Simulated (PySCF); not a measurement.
CH6O2Si3, SMILES [Si@H]1([SiH2]OC1=O)[SiH3]. Geometry optimised at B3LYP-D3(BJ)/def2-SVP. The structure was generated by enumeration; whether it is a known compound was not checked.

Computed equilibrium geometry at B3LYP-D3(BJ)/def2-SVP (PySCF confirms it by a frequency run) as a Z-matrix:
```
Si
H 1 1.4904
C 1 1.9803 2 113.60
O 3 1.1917 1 134.59 2 63.10
O 3 1.3835 4 123.16 1 -178.57
Si 5 1.7361 3 107.18 4 -177.60
H 6 1.4857 5 110.10 3 -121.38
H 6 1.4858 7 110.41 5 122.41
Si 1 2.3458 2 113.91 3 129.39
H 9 1.4904 1 110.19 2 -58.54
H 9 1.4905 10 109.86 1 118.91
H 9 1.4919 10 109.48 11 120.17
```
Charge 0, spin multiplicity 1.
